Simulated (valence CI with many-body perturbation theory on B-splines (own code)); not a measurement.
Results of a calculation; reference values are marked as such.
## Sensitivity of CI+MBPT for Pt⁶⁵⁺

Method: relativistic CI+MBPT: three valence electrons over a frozen Dirac-Fock core [Ne], a basis of 6 s, 6 p, 5 d, 3 f, 1 g functions for each j, with the one-electron correlation potential Σ1 (screened to all orders), the two-electron term Σ2, the three-electron term Σ3, Breit, model QED; selected single and double excitations, second order for the rest, scaled by the run's own slope (own B-spline code, finite nucleus).

The last digits are not significant, and no measured levels were compared; by estimate large intervals hold to a few tenths of a per cent, small ones and those within an open d or f shell to about a per cent.

The reference run has the lowest level (3s^2 3p1/2) J=1/2 and an ionisation energy of 7664.17 eV. Its largest variational space holds 2743 state functions.

Levels are named by their leading jj configuration (3d3/2^4 stands for four electrons in 3d with j = 3/2), which in mixed levels can hold well under half, so a name can repeat and another be missing. Letters in brackets count levels of one name in rising energy.

Changed runs:
A. scale of Σ1 1 → 0; scale of Σ2 1 → 0; three-electron term on → off
B. correlating orbitals by l 3 3 3 2 1 → 4 4 3 0 0
C. highest l in the core sums 6 → 4
D. scale of Σ2 1 → 3 (bad on purpose)

Excitation energies of the reference run in cm⁻¹, and shifts in cm⁻¹:

```tsv
Level	Reference	A	B	C	D
(3s 3p1/2^2) J=1/2	1473610	+2885	+223	-56	-1253
(3s^2 3p3/2) J=3/2	3774030	-2621	-108	+15	+1757
(3s 3p1/2 3p3/2) J=3/2 [a]	4981850	-2164	-629	-41	+5057
(3s 3p1/2 3p3/2) J=5/2	5140510	-847	+26	-43	+2518
(3s 3p1/2 3p3/2) J=3/2 [b]	5316380	+665	+180	-82	-455
(3s 3p1/2 3p3/2) J=1/2	5406710	+3782	+430	-41	-6366
(3s^2 3d3/2) J=3/2	5797140	+5830	+2574	-197	-9990
(3s^2 3d5/2) J=5/2	6561180	+2101	+2033	-217	-5633
(3s 3p1/2 3d3/2) J=3/2 [a]	6748290	+2522	+190	-204	+54
(3s 3p1/2 3d3/2) J=3/2 [b]	6859790	+4078	+387	-218	-2530
(3s 3p1/2 3d3/2) J=5/2	6956420	+3427	+1200	-296	-1252
(3s 3p1/2 3d3/2) J=1/2	7187410	+7086	+2366	-295	-8150
Ionisation energy (eV)	7664.17	-1.10	-0.10	+0.014	-0.08
```
